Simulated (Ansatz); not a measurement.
Two members of one family (GaH3 adduct), computed with Ansatz in the gas phase. Binding counts from free atoms in the multiplicity of their measured ground term, without zero-point energy. A dash marks a value that wasn't run or was left out as unsound. The structures are stationary points that may keep the symmetry of their start. Remarks come from the PBE and PBE0 runs and from stability tests at other levels; not every state was tested. HOMO above LUMO (over both spins in singlets and doublets, within one spin in higher multiplets; at PBE or PBE0), or a gap under 0.15 eV within one spin, warns that the state may not be the lowest or that an electron is smeared out.

First: Ga(H2S)H3 (singlet, charge 0, PBE0-D4/def2-TZVP geometry).

```xyz
7

Ga   -0.1095   -0.3995    1.0485
S    -0.0051    1.0416   -1.1075
H     1.1718    0.5879   -1.5710
H    -0.7076    0.2215   -1.9066
H     0.9952    0.4235    1.8094
H     0.2832   -1.7786    0.3934
H    -1.6279   -0.0963    1.3338
```

```json
{"level": "PBE-D4/def2-SVP", "HOMO (eV)": "-6.55", "LUMO (eV)": "-1.02", "gap (eV)": "5.53", "vertical IE (eV)": "–", "vertical triplet (eV)": "–", "binding per atom (eV)": "2.38"}
{"level": "BLYP-D4/def2-TZVP", "HOMO (eV)": "-6.55", "LUMO (eV)": "-1.39", "gap (eV)": "5.16", "vertical IE (eV)": "–", "vertical triplet (eV)": "–", "binding per atom (eV)": "2.38"}
{"level": "r2SCAN-D4/def2-TZVP", "HOMO (eV)": "-6.96", "LUMO (eV)": "-1.18", "gap (eV)": "5.78", "vertical IE (eV)": "10.06", "vertical triplet (eV)": "5.96", "binding per atom (eV)": "2.44"}
{"level": "PBE0-D4/def2-TZVP", "HOMO (eV)": "-7.89", "LUMO (eV)": "-0.45", "gap (eV)": "7.44", "vertical IE (eV)": "10.18", "vertical triplet (eV)": "6.07", "binding per atom (eV)": "2.38"}
{"level": "ωB97M-V/def2-TZVP", "HOMO (eV)": "-10.14", "LUMO (eV)": "1.34", "gap (eV)": "11.47", "vertical IE (eV)": "–", "vertical triplet (eV)": "–", "binding per atom (eV)": "2.43"}
```

Remarks: gap within one spin near zero at PBE or PBE0 (+1 doublet), HOMO above LUMO (+1 doublet), gap within one spin near zero at PBE or PBE0 (triplet), HOMO above LUMO (triplet).

Second: Ga(PH3)H3 (singlet, charge 0, PBE0-D4/def2-TZVP geometry).

```xyz
8

Ga   -0.1827   -1.3366    0.5322
P     0.1331    0.9872   -0.3985
H     0.8308    1.1594   -1.6113
H     0.8322    1.9374    0.3739
H    -0.9992    1.7694   -0.7034
H     1.3472   -1.7140    0.5956
H    -1.0545   -1.9056   -0.6511
H    -0.9070   -0.8973    1.8626
```

**Question.** What does the change do? Estimate second minus first.

**Answer.** 
```csv
level,Δ HOMO (eV),Δ LUMO (eV),Δ gap (eV),Δ vertical IE (eV),Δ vertical triplet (eV),Δ binding per atom (eV)
PBE-D4/def2-SVP,0.00,0.37,0.36,–,–,0.02
BLYP-D4/def2-TZVP,-0.02,0.52,0.54,–,–,0.06
r2SCAN-D4/def2-TZVP,0.00,0.46,0.46,-0.07,0.26,0.02
PBE0-D4/def2-TZVP,0.02,0.37,0.35,-0.07,0.28,0.03
ωB97M-V/def2-TZVP,0.01,0.18,0.17,–,–,0.04
```

Remarks: gap within one spin near zero at PBE or PBE0 (+1 doublet), HOMO above LUMO (+1 doublet), gap within one spin near zero at PBE or PBE0 (triplet), HOMO above LUMO (triplet).
